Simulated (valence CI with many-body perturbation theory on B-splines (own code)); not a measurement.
## Er⁵⁵⁺: electric-dipole lines

Level of theory: configuration interaction combined with many-body perturbation theory (CI+MBPT): three valence electrons over a frozen Dirac-Fock core [Ne], a basis of 11 s, 11 p, 9 d, 7 f, 5 g, 2 h, 1 i functions for each j, with the one-electron correlation potential Σ1 (screened to all orders), the two-electron term Σ2, the three-electron term Σ3, Breit, model QED; selected single and double excitations, second order for the rest (own B-spline code, finite nucleus).

No measured spectrum was set against this ion. As an estimate, large intervals hold to a few tenths of a per cent, small ones and those within an open d or f shell to about a per cent.

Lines 51 to 100 of 257 in falling wavelength, among levels below 1112.4 eV, chosen from the strongest by gf and those to the six lowest levels. Wavelengths and rates use the calculated energies. Electric multipoles are in the length gauge, E1 and E2 with the static RPA response of the core. Weak lines are less certain than strong ones. Lines between different terms over intervals too small for the method are left out, as are lines whose strength nearly cancels. The highest levels of a list are the least certain.

Levels are named by their leading jj configuration (3d3/2^4 stands for four electrons in 3d with j = 3/2), which in mixed levels can hold well under half, so a name can repeat and another be missing. Letters in brackets count levels of one name in rising energy.

| λ vac (nm) | Upper | Lower | A (s⁻¹) | S (a.u.) |
| --- | --- | --- | --- | --- |
| 5.500 | (3s 3p1/2 3d5/2) J=5/2 [a] | (3s 3p1/2 3p3/2) J=3/2 [b] | 1.72e+09 | 8.48e-04 |
| 5.419 | (3s 3p1/2 3d3/2) J=1/2 | (3s 3p1/2 3p3/2) J=3/2 [a] | 4.88e+09 | 7.66e-04 |
| 5.309 | (3s 3p1/2 3d3/2) J=3/2 [b] | (3s 3p1/2 3p3/2) J=3/2 [a] | 4.65e+09 | 1.37e-03 |
| 5.262 | (3s 3d3/2 3d5/2) J=3/2 [b] | (3s 3p3/2 3d3/2) J=1/2 [b] | 4.80e+10 | 1.38e-02 |
| 5.242 | (3s 3d3/2 3d5/2) J=5/2 [b] | (3s 3p3/2 3d3/2) J=5/2 [b] | 3.84e+10 | 1.64e-02 |
| 5.239 | (3s 3d3/2 3d5/2) J=7/2 [b] | (3s 3p3/2 3d3/2) J=5/2 [b] | 1.35e+11 | 7.68e-02 |
| 5.152 | (3p1/2 3p3/2 3d5/2) J=3/2 [a] | (3p1/2 3p3/2^2) J=3/2 | 6.79e+10 | 1.83e-02 |
| 5.108 | (3s 3p1/2 3d5/2) J=3/2 | (3s 3p1/2 3p3/2) J=1/2 | 1.26e+11 | 3.31e-02 |
| 5.059 | (3s 3d3/2 3d5/2) J=1/2 | (3s 3p3/2 3d3/2) J=1/2 [b] | 1.40e+11 | 1.80e-02 |
| 5.059 | (3s 3p1/2 3d5/2) J=5/2 [a] | (3s 3p1/2 3p3/2) J=5/2 | 6.15e+09 | 2.36e-03 |
| 5.023 | (3s 3p1/2 3d5/2) J=5/2 [b] | (3s 3p1/2 3p3/2) J=3/2 [b] | 1.01e+11 | 3.79e-02 |
| 4.960 | (3s 3d3/2 3d5/2) J=5/2 [b] | (3s 3p3/2 3d3/2) J=3/2 [b] | 9.94e+10 | 3.59e-02 |
| 4.951 | (3p1/2 3p3/2 3d5/2) J=5/2 [a] | (3p1/2 3p3/2^2) J=5/2 | 5.34e+10 | 1.92e-02 |
| 4.927 | (3s 3p1/2 3d5/2) J=3/2 | (3s 3p1/2 3p3/2) J=3/2 [b] | 4.40e+10 | 1.04e-02 |
| 4.922 | (3s 3p3/2 3d5/2) J=5/2 [a] | (3s 3p3/2^2) J=5/2 | 1.44e+11 | 5.07e-02 |
| 4.898 | (3p1/2 3p3/2 3d5/2) J=1/2 | (3p1/2 3p3/2^2) J=1/2 | 2.20e+11 | 2.55e-02 |
| 4.893 | (3s 3d3/2 3d5/2) J=3/2 [b] | (3s 3p3/2 3d3/2) J=3/2 [b] | 9.77e+10 | 2.26e-02 |
| 4.891 | (3s 3p3/2 3d5/2) J=1/2 | (3s 3p3/2^2) J=1/2 | 2.72e+11 | 3.15e-02 |
| 4.871 | (3s 3d3/2 3d5/2) J=7/2 [a] | (3s 3p3/2 3d3/2) J=5/2 [a] | 1.64e+11 | 7.48e-02 |
| 4.848 | (3p1/2 3p3/2 3d5/2) J=3/2 [b] | (3p1/2 3p3/2^2) J=1/2 | 1.28e+11 | 2.87e-02 |
| 4.826 | (3s 3p1/2 3d5/2) J=7/2 | (3s 3p1/2 3p3/2) J=5/2 | 1.22e+11 | 5.42e-02 |
| 4.823 | (3s^2 3d5/2) J=5/2 | (3s^2 3p3/2) J=3/2 | 1.89e+11 | 6.29e-02 |
| 4.805 | (3p1/2^2 3d5/2) J=5/2 | (3p1/2^2 3p3/2) J=3/2 | 9.32e+10 | 3.06e-02 |
| 4.797 | (3p1/2 3p3/2 3d5/2) J=5/2 [b] | (3p1/2 3p3/2^2) J=3/2 | 3.47e+11 | 1.13e-01 |
| 4.791 | (3s 3p3/2 3d5/2) J=5/2 [b] | (3s 3p3/2^2) J=3/2 | 3.81e+11 | 1.24e-01 |
| 4.772 | (3p1/2 3p3/2 3d5/2) J=7/2 [b] | (3p1/2 3p3/2^2) J=5/2 | 2.46e+11 | 1.06e-01 |
| 4.757 | (3s 3p3/2 3d5/2) J=7/2 [a] | (3s 3p3/2^2) J=5/2 | 1.98e+11 | 8.40e-02 |
| 4.749 | (3s 3p1/2 3d5/2) J=5/2 [a] | (3s 3p1/2 3p3/2) J=3/2 [a] | 1.87e+11 | 5.94e-02 |
| 4.745 | (3s 3d3/2 3d5/2) J=5/2 [a] | (3s 3p3/2 3d3/2) J=3/2 [a] | 1.76e+11 | 5.57e-02 |
| 4.723 | (3p1/2 3p3/2 3d5/2) J=5/2 [b] | (3p1/2 3p3/2^2) J=5/2 | 4.26e+10 | 1.33e-02 |
| 4.721 | (3s 3p3/2 3d5/2) J=3/2 [b] | (3s 3p3/2^2) J=1/2 | 1.83e+11 | 3.79e-02 |
| 4.716 | (3s 3p3/2 3d5/2) J=3/2 [a] | (3s 3p3/2^2) J=5/2 | 5.36e+10 | 1.11e-02 |
| 4.686 | (3s 3d3/2 3d5/2) J=3/2 [a] | (3s 3p3/2 3d3/2) J=1/2 [a] | 1.69e+11 | 3.44e-02 |
| 4.665 | (3s 3d3/2 3d5/2) J=9/2 | (3s 3p3/2 3d3/2) J=7/2 | 2.51e+11 | 1.26e-01 |
| 4.660 | (3s 3d3/2 3d5/2) J=3/2 [a] | (3s 3p3/2 3d3/2) J=3/2 [a] | 5.30e+10 | 1.06e-02 |
| 4.653 | (3s 3p1/2 3d5/2) J=5/2 [b] | (3s 3p1/2 3p3/2) J=5/2 | 5.47e+10 | 1.63e-02 |
| 4.570 | (3s 3p1/2 3d5/2) J=3/2 | (3s 3p1/2 3p3/2) J=5/2 | 1.98e+10 | 3.74e-03 |
| 4.524 | (3s 3d3/2 3d5/2) J=7/2 [b] | (3s 3p3/2 3d3/2) J=7/2 | 5.08e+10 | 1.86e-02 |
| 4.474 | (3s 3d3/2 3d5/2) J=5/2 [b] | (3s 3p3/2 3d3/2) J=5/2 [a] | 7.14e+10 | 1.89e-02 |
| 4.472 | (3s 3p3/2 3d5/2) J=7/2 [b] | (3s 3p3/2^2) J=5/2 | 2.15e+11 | 7.59e-02 |
| 4.471 | (3s 3d3/2 3d5/2) J=7/2 [b] | (3s 3p3/2 3d3/2) J=5/2 [a] | 2.55e+10 | 8.99e-03 |
| 4.389 | (3s 3p1/2 3d5/2) J=5/2 [b] | (3s 3p1/2 3p3/2) J=3/2 [a] | 6.15e+09 | 1.54e-03 |
| 4.315 | (3s 3p1/2 3d5/2) J=3/2 | (3s 3p1/2 3p3/2) J=3/2 [a] | 4.52e+10 | 7.17e-03 |
| 4.163 | (3s 3p3/2 3d5/2) J=5/2 [b] | (3s 3p3/2^2) J=5/2 | 5.03e+10 | 1.08e-02 |
| 3.415 | (3s 3p1/2 3p3/2) J=3/2 [a] | (3s^2 3p1/2) J=1/2 | 5.00e+09 | 3.93e-04 |
| 3.356 | (3p1/2 3p3/2 3d5/2) J=7/2 [a] | (3s 3p1/2 3d5/2) J=5/2 [b] | 5.74e+10 | 8.56e-03 |
| 3.352 | (3s 3p3/2 3d5/2) J=5/2 [a] | (3s^2 3d5/2) J=5/2 | 2.26e+11 | 2.52e-02 |
| 3.306 | (3s 3p3/2^2) J=5/2 | (3s^2 3p3/2) J=3/2 | 3.87e+11 | 4.14e-02 |
| 3.305 | (3p1/2 3p3/2 3d5/2) J=3/2 [a] | (3s 3p1/2 3d5/2) J=3/2 | 4.06e+11 | 2.90e-02 |
| 3.286 | (3p1/2 3p3/2^2) J=3/2 | (3s 3p1/2 3p3/2) J=1/2 | 6.31e+11 | 4.42e-02 |
